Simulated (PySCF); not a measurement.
# Relaxation of singlet NbSCl₃

Level of theory: PBE0/[Nb def2-SVP with ECP28, S def2-SVP, Cl def2-SVP], scalar-relativistic core potentials, density fitting, no spin–orbit coupling, PySCF. A (50,194) grid was used.

A hand-made square planar start, of C2v symmetry, held to at least that symmetry:

Coordinates in bohr (charge 0 multiplicity 1):
```
Nb    0.0000   -0.1316    0.0000
S     0.0000   -4.2701    0.0000
Cl    4.6487   -0.1316    0.0000
Cl    0.0000    4.5171    0.0000
Cl   -4.6487   -0.1316    0.0000
```

Q: What forces act on the atoms at the start (eV/Å)?

A: 
| atom | Fx | Fy | Fz |
| --- | --- | --- | --- |
| Nb1 | 0.00 | -1.09 | 0.00 |
| S2 | 0.00 | 1.34 | 0.00 |
| Cl3 | -1.62 | 0.42 | 0.00 |
| Cl4 | 0.00 | -1.09 | 0.00 |
| Cl5 | 1.62 | 0.42 | 0.00 |

Q: What does it relax to?

A: It ends at C2v with Nb–Cl 2.324 Å (×2), Nb–Cl 2.409 Å, Nb–S 2.148 Å; Cl–Nb–Cl 84.6° (×2), Cl–Nb–Cl 169.2°, Cl–Nb–S 95.4° (×2), Cl–Nb–S 180.0°. A frequency run shows 2 imaginary modes, down to 145i cm⁻¹, so it is a higher-order saddle point. Other isomers or separated fragments may lie lower.

Q: How much energy is released, and in how many steps?

A: 39.4 kJ/mol in 5 steps.

The relaxation took about 50 core-seconds on a shared host.
